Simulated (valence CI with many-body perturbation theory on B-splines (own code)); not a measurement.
## Which ion has this spectrum?

A relativistic CI+MBPT calculation for an atom or ion with 23 electrons gives these levels (cm⁻¹):

```tsv
J	Parity	E	g
5/2	even	0	1.33
5/2	even	291521	1.33
7/2	even	378868	1.16
11/2	even	389837	1.11
3/2	even	390206	1.18
9/2	even	426589	1.14
5/2	even	449965	1.14
1/2	even	469400	1.83
7/2	even	485749	1.08
3/2	even	594439	0.79
5/2	even	665121	1.28
7/2	even	724096	1.21
11/2	even	729296	1.08
9/2	even	743973	1.14
```

The energies are calculated, and their last digits are not significant.

Q: Which is it?
A. Dy43+
B. Yb47+
C. Er45+
D. Lu48+

A: C. Er45+, ground level (3d3/2^4 3d5/2) J=5/2.
